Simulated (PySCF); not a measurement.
## Basis and Hamiltonian dependence of the excitation energy of As²⁺

As²⁺ [Ar] 3d10 4s2 4p1 (2P) → As²⁺ [Ar] 3d10 4s2 5s1 (2S). All values are computed (PySCF 2.14, energy differences of UHF-based or UKS calculations, no spin-orbit coupling). Values in eV.

```json
{"basis": "ANO-RCC-VTZP", "Hamiltonian": "spin-free X2C", "functions": "43", "UHF": "13.094", "PBE": "12.855", "PBE0": "13.015", "MP2 (valence)": "13.009", "CCSD(T) (valence)": "12.950"}
{"basis": "aug-cc-pVTZ-PP with ECP10MDF", "Hamiltonian": "ECP", "functions": "55", "UHF": "12.856", "PBE": "12.599", "PBE0": "12.774", "MP2 (valence)": "12.820", "CCSD(T) (valence)": "12.812"}
{"basis": "x2c-TZVPPall with one added diffuse shell each of s, p, d type", "Hamiltonian": "spin-free X2C", "functions": "57", "UHF": "12.828", "PBE": "12.737", "PBE0": "12.878", "MP2 (valence)": "12.825", "CCSD(T) (valence)": "12.844"}
{"basis": "aug-cc-pVQZ-PP with ECP10MDF", "Hamiltonian": "ECP", "functions": "89", "UHF": "12.856", "PBE": "12.595", "PBE0": "12.770", "MP2 (valence)": "12.841", "CCSD(T) (valence)": "12.825"}
{"basis": "aug-cc-pwCVTZ-PP with ECP10MDF", "Hamiltonian": "ECP", "functions": "96", "UHF": "12.865", "PBE": "12.609", "PBE0": "12.783", "MP2 (valence)": "12.831", "CCSD(T) (valence)": "12.827"}
{"basis": "dyall-av3z", "Hamiltonian": "spin-free X2C", "functions": "144", "UHF": "12.869", "PBE": "12.699", "PBE0": "12.851", "MP2 (valence)": "12.828", "CCSD(T) (valence)": "n/a"}
```

Frozen in the all-electron rows: valence: [Ar] 3d10; with a core potential, the same shells as far as they lie outside it.
